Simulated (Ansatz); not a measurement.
Coupled-cluster run, FGeH$_{3}$, SMILES `[F][GeH3]`.

```yaml
crystal:
  periodic: [false, false, false]
  atoms:
    - {symbol: F, position_ang: [-1.046516, 0.474322, 1.162189]}
    - {symbol: Ge, position_ang: [0.068240, -0.041635, -0.072839]}
    - {symbol: H, position_ang: [1.330973, -0.512009, 0.658635]}
    - {symbol: H, position_ang: [-0.627756, -1.177989, -0.831192]}
    - {symbol: H, position_ang: [0.325060, 1.183610, -0.958095]}
basis:
  gaussian: {orbitals: def2-TZVPP}
correlation: {method: ccsd_t}
output: {orbitals: {seedname: orbitals}}
```

```sh
$ ansatz run in.yaml --threads 2 --pin off --events-out ev --progress --plain
```

Output of Ansatz, abridged:

```
Functional definition: HF
750 factors; integrals over basis functions are off by at most 6.5e-4 eV
mean field evaluation 1: about -59227.2484 eV, gradient 2.9e1 eV
mean field evaluation 2: about -59227.3152 eV, gradient 2.9e1 eV
mean field evaluation 4: about -59228.9635 eV, gradient 1.8e0 eV
mean field evaluation 8: about -59228.9834 eV, gradient 1.6e-1 eV
mean field -59228.98347249 eV, -2176.6249957670 hartree, gradient 2.4e-6 eV, S^2 0.000000; 0 other end points of the search recorded, 0 dependent functions left out
10 core orbitals not correlated: weight in the atoms' cores, before any rotation towards them, 1.000 or more for the frozen orbitals, at most 0.000 for the correlated occupied ones
reference -59228.98347249 eV, -2176.6249957670 hartree; 12, 12 occupied and 99, 99 virtual orbitals, 750 factors
second order -14.06907317 eV of doubles, -0.00000000 eV of singles
cycle   1  -13.93182825 eV  change    1.4e-1 eV  update   8.9e-2
cycle   2  -14.34125906 eV  change   -4.1e-1 eV  update   2.7e-2
cycle   3  -14.42283983 eV  change   -8.2e-2 eV  update   1.3e-2
cycle   4  -14.41164476 eV  change    1.1e-2 eV  update   2.7e-3
cycle   5  -14.41050698 eV  change    1.1e-3 eV  update   1.1e-3
cycle   6  -14.41104333 eV  change   -5.4e-4 eV  update   2.8e-4
cycle   7  -14.41094564 eV  change    9.8e-5 eV  update   1.0e-4
cycle   8  -14.41090871 eV  change    3.7e-5 eV  update   3.1e-5
cycle   9  -14.41091907 eV  change   -1.0e-5 eV  update   1.1e-5
perturbative correction -0.41887171 eV, -0.0153932515 hartree
Total energy: -59243.81326327 eV, -2177.1699805262 hartree
```

Hardware: 2 threads of a server CPU on a shared host. Wall time 15 s, peak host memory 0.56 GiB.

The correlation energy is -14.830 eV, 2.8 % of it from (T); the T1 diagnostic reads 0.0117.
